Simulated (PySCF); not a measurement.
**Electron correlation in O²⁺ (oxygen, charge +2)**

[He] 2s1 2p3, high-spin 5S determinant (an excited configuration). Computed with PySCF 2.14 in aug-cc-pwCVTZ (7s6p4d2f, 59 functions), with the non-relativistic Hamiltonian (point nucleus). Frozen: nothing; 6 electrons correlated.

```tsv
level	correlation energy (mhartree)
CCSD	-85.74
(T)	-0.21
CCSD(T)	-85.95
```

Diagnostics: T1 = 0.00097, D1 = 0.0018, largest double amplitude 0.014.

Cost of the coupled-cluster step: of the order of 4 core-seconds, for 6 correlated electrons.
